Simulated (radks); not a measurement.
Species: I13+. Configuration: [Ar] 3d9 4s2 4p6 4d5 (not the ground configuration).

All-electron calculation, non-relativistic Kohn-Sham, PBE, spin-polarised, spherical densities, point nucleus; open shells are filled with parallel spins first (spin-orbit coupling, left out, can overturn this in heavy ions); relativity is left out, which matters for an element this heavy. Program: a radial shooting solver on a logarithmic mesh with Libxc functionals.

Energy parts (hartree):
part                        energy
total                  -6839.38486
kinetic                 6837.36151
electron-nucleus      -15800.26800
Hartree                 2288.32102
exchange-correlation    -164.79938

Orbitals (lengths in bohr, moments of r in powers of bohr; <r^-3> diverges for s and p1/2; r(max) is where P^2 peaks):
| orbital | occ. | eigenvalue (hartree) | <r> | r(max) | <r^4> | <r^-3> |
|---|---|---|---|---|---|---|
| 1s up | 1 | -1174.919 | 0.02868 | 0.01900 | 3.060e-06 | - |
| 1s down | 1 | -1174.917 | 0.02868 | 0.01900 | 3.060e-06 | - |
| 2s up | 1 | -187.2191 | 0.1234 | 0.1049 | 0.0005409 | - |
| 2s down | 1 | -187.0293 | 0.1234 | 0.1049 | 0.0005403 | - |
| 2p up | 3 | -176.6656 | 0.1051 | 0.08203 | 0.0003519 | 4894 |
| 2p down | 3 | -176.5259 | 0.1050 | 0.08200 | 0.0003513 | 4899 |
| 3s up | 1 | -46.32690 | 0.3247 | 0.2970 | 0.02177 | - |
| 3s down | 1 | -46.18523 | 0.3247 | 0.2971 | 0.02171 | - |
| 3p up | 3 | -41.93853 | 0.3146 | 0.2833 | 0.02064 | 942.5 |
| 3p down | 3 | -41.78665 | 0.3146 | 0.2835 | 0.02058 | 940.2 |
| 3d up | 5 | -33.88412 | 0.2838 | 0.2297 | 0.01615 | 154.3 |
| 3d down | 4 | -33.68358 | 0.2840 | 0.2302 | 0.01616 | 153.9 |
| 4s up | 1 | -15.64530 | 0.7219 | 0.6828 | 0.4850 | - |
| 4s down | 1 | -15.35407 | 0.7234 | 0.6828 | 0.4911 | - |
| 4p up | 3 | -14.00643 | 0.7395 | 0.6939 | 0.5509 | 217.1 |
| 4p down | 3 | -13.71788 | 0.7417 | 0.6941 | 0.5604 | 215.8 |
| 4d up | 5 | -11.14847 | 0.7757 | 0.7109 | 0.7171 | 31.12 |
| 4d down | 0 | -10.86651 | 0.7802 | 0.7119 | 0.7400 | 30.91 |

The highest occupied level is 4d up at -303.37 eV. The electron density at the nucleus is 1.052e+05 e/bohr^3. Spin moment in Bohr magnetons: 6. Summed over all electrons, <r^2> = 10.23 bohr^2, which gives a Langevin (diamagnetic) susceptibility term of -8.1 x 10^-6 cm^3/mol. Virial ratio -V/T = 2.00030.
